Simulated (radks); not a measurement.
Initial-state core-level shifts of neutral hafnium when its valence configuration changes from [Xe] 4f14 5d2 6s2. Method: Dirac Kohn-Sham, PBE, spin-unpolarised, spherical densities, finite nucleus; open shells fill j = l - 1/2 first; Fermi nuclear charge, rms radius 5.347 fm; computed with a radial shooting solver on a logarithmic mesh with Libxc functionals. Shifts are changes of the shell-averaged eigenvalues in eV (positive: less bound); the change of the density at the nucleus, which sets a Mossbauer isomer shift, is in e/bohr^3, on a base of 1.209e+06.

[
 {"valence": "4f14 5d3 6s1", "2s": "+1.472", "2p": "+1.470", "3d": "+1.457", "4p": "+1.465", "density at nucleus": "-62.8"},
 {"valence": "4f14 5d1 6s2 6p1", "2s": "-3.310", "2p": "-3.307", "3d": "-3.279", "4p": "-3.288", "density at nucleus": "+24.1"},
 {"valence": "4f13.5 5d1 6s2 6p1.5", "2s": "-9.557", "2p": "-9.502", "3d": "-9.988", "4p": "-9.678", "density at nucleus": "+74.8"},
 {"valence": "4f13 5d3 6s1 6p1", "2s": "-9.849", "2p": "-9.743", "3d": "-10.862", "4p": "-10.167", "density at nucleus": "+15.0"},
 {"valence": "4f13 5d3 6s2", "2s": "-8.595", "2p": "-8.490", "3d": "-9.605", "4p": "-8.907", "density at nucleus": "+70.3"},
 {"valence": "4f13 5d2 6s2 6p1", "2s": "-12.220", "2p": "-12.111", "3d": "-13.201", "4p": "-12.501", "density at nucleus": "+97.4"},
 {"valence": "4f14 5d2 6s1 6p1", "2s": "-1.235", "2p": "-1.235", "3d": "-1.235", "4p": "-1.238", "density at nucleus": "-50.8"},
 {"valence": "4f12 5d3 6s1 6p2", "2s": "-23.016", "2p": "-22.782", "3d": "-25.175", "4p": "-23.465", "density at nucleus": "+107.2"},
 {"valence": "4f14 5d1.5 6s2 6p0.5", "2s": "-1.589", "2p": "-1.588", "3d": "-1.577", "4p": "-1.582", "density at nucleus": "+11.3"}
]
